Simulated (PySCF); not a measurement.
# OsS₂, broken-symmetry Ms = 0: structure and spectrum

All numbers come from PySCF, UB3LYP, basis Os def2-SVP with ECP60, S def2-SVP (scalar-relativistic core potentials, no spin–orbit coupling, density fitting).

The structure is a minimum.

```xyz
3
charge 0 multiplicity 1, angstrom
Os    0.0000    0.0000   -0.2650
S     1.7938    0.0000    0.7905
S    -1.7938    0.0000    0.7905
```

```json
{"Point group": "C2v", "Bond lengths": "Os–S 2.081 Å (×2)", "Bond angles": "S–Os–S 119.0°", "Dipole moment": "1.12 D", "Heat capacity Cp at 298.15 K": "50.9 J/(mol K)", "Enthalpy at 298.15 K above 0 K": "12.63 kJ/mol", "Atomisation energy without zero-point energy": "780 kJ/mol", "Zero-point energy": "7.4 kJ/mol", "Rotational constants": "0.3154, 0.08194, 0.06504 cm⁻¹", "Principal quadrupole moments (Buckingham, traceless) about the centre of mass": "-2.95, 1.32, 1.63 D Å", "Spin squared ⟨S²⟩": "0.989", "Entropy at 298.15 K and 1 bar": "298.4 J/(mol K)", "Highest occupied level (β)": "-6.70 eV", "Rotational symmetry number": "2", "Principal polarisabilities": "53.3, 62.2, 105.8 bohr³", "Lowest empty level (β)": "-4.27 eV"}
```

Harmonic modes (masses in u: Os 191.961, S 31.972):
```tsv
ω (cm⁻¹)	IR (km/mol)
150	0.0
536	44.2
549	5.7
```

Charges (e):
| atom | Mulliken | Löwdin | polar tensor | spin (Mulliken) | Mayer order to Os1 |
| --- | --- | --- | --- | --- | --- |
| Os1 | 0.14 | -0.60 | 0.64 | 0.00 | – |
| S2,3 | -0.07 | 0.30 | -0.32 | 0.00 | 2.23 |
Other Mayer orders above 0.3: S–S 0.38.

Mulliken populations on Os1 (electrons outside its core potential): s 2.95, p 6.37, d 6.50, f 0.04.

Outer orbital energies (eV). α occupied: -11.03, -10.60, -9.72, -9.63, -8.70, -7.82, -6.94, -6.70; empty: -4.27, -3.87, -3.09, -1.04. β occupied: -11.03, -10.60, -9.72, -9.63, -8.70, -7.82, -6.94, -6.70; empty: -4.27, -3.87, -3.09, -1.04.

The determinant is spin-contaminated (⟨S²⟩ = 0.99, pure value 0.00). The spin densities have lower symmetry than the nuclear frame, so modes carry no symmetry labels. Other isomers or separated fragments may lie lower. No spin–orbit coupling is included, which matters more the heavier the element.

The final relaxation and frequency run took 50 s on 2 threads of a shared Arm Neoverse N1 host, with 68 basis functions and 10 gradients; the process peaked at 0.77 GiB.
